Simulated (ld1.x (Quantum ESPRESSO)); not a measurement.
**Cutoff test, In (Z = 49), TM**

| Property | Result |
| --- | --- |
| Element | indium (In) |
| Generator | ld1.x (Quantum ESPRESSO) 7.5 |
| Type | norm-conserving Troullier–Martins (Kleinman–Bylander form) |
| Functional | PBE |
| Relativity | fully relativistic |
| Frozen core | [Kr] 4d10 |
| Valence charge | 3 |
| Reference configuration | 5s2 5p1 |
| Partial waves | 5s (bound): rc 2.00 bohr; 5p (bound): rc 2.85 bohr |
| Local potential | the p channel |
| Core correction | a·sin(br)/r model core, default radius (core density twice the valence density) |

Open shells are filled in proportion to 2j + 1 (rel_dist='average').

The pseudo-atom Hamiltonian at the reference potential is diagonalised in spherical Bessel functions j_l(qr) that vanish at 20 bohr, with q² up to the cutoff. All-electron valence levels (Ry): 5s -0.6032, 5p1/2 -0.2003, 5p3/2 -0.1784.

Problem. How do the lowest levels (Ry) of each channel move with the cutoff, and are there ghosts?

Solution.

```json
{"cutoff (Ry)": "8", "s #1": "-0.5952", "s #2": "-0.0272", "p1/2 #1": "-0.1839", "p3/2 #1": "-0.1839", "d #1": "0.0406", "d #2": "0.1218", "f #1": "0.0988", "Σ f·Δε (mRy)": "17.3"}
{"cutoff (Ry)": "10", "s #1": "-0.5977", "s #2": "-0.0273", "p1/2 #1": "-0.1848", "p3/2 #1": "-0.1848", "d #1": "0.0406", "d #2": "0.1218", "f #1": "0.0988", "Σ f·Δε (mRy)": "11.3"}
{"cutoff (Ry)": "15", "s #1": "-0.5984", "s #2": "-0.0274", "p1/2 #1": "-0.1851", "p3/2 #1": "-0.1851", "d #1": "0.0405", "d #2": "0.1217", "f #1": "0.0988", "Σ f·Δε (mRy)": "9.7"}
{"cutoff (Ry)": "18", "s #1": "-0.6005", "s #2": "-0.0275", "p1/2 #1": "-0.1851", "p3/2 #1": "-0.1851", "d #1": "0.0405", "d #2": "0.1217", "f #1": "0.0988", "Σ f·Δε (mRy)": "5.5"}
{"cutoff (Ry)": "21", "s #1": "-0.6018", "s #2": "-0.0276", "p1/2 #1": "-0.1852", "p3/2 #1": "-0.1852", "d #1": "0.0405", "d #2": "0.1217", "f #1": "0.0988", "Σ f·Δε (mRy)": "2.7"}
{"cutoff (Ry)": "25", "s #1": "-0.6026", "s #2": "-0.0276", "p1/2 #1": "-0.1852", "p3/2 #1": "-0.1852", "d #1": "0.0405", "d #2": "0.1217", "f #1": "0.0988", "Σ f·Δε (mRy)": "1.1"}
{"cutoff (Ry)": "35", "s #1": "-0.6030", "s #2": "-0.0276", "p1/2 #1": "-0.1852", "p3/2 #1": "-0.1852", "d #1": "0.0405", "d #2": "0.1217", "f #1": "0.0988", "Σ f·Δε (mRy)": "0.5"}
{"cutoff (Ry)": "40", "s #1": "-0.6030", "s #2": "-0.0276", "p1/2 #1": "-0.1852", "p3/2 #1": "-0.1852", "d #1": "0.0405", "d #2": "0.1217", "f #1": "0.0988", "Σ f·Δε (mRy)": "0.3"}
{"cutoff (Ry)": "400", "s #1": "-0.6032", "s #2": "-0.0276", "p1/2 #1": "-0.1852", "p3/2 #1": "-0.1852", "d #1": "0.0405", "d #2": "0.1217", "f #1": "0.0988", "Σ f·Δε (mRy)": "0.0"}
```

Result: no extra level below or beside the all-electron valence levels (s, p1/2, p3/2, d, f tested); 10 mRy is reached at 15 Ry and 1 mRy at 30 Ry.
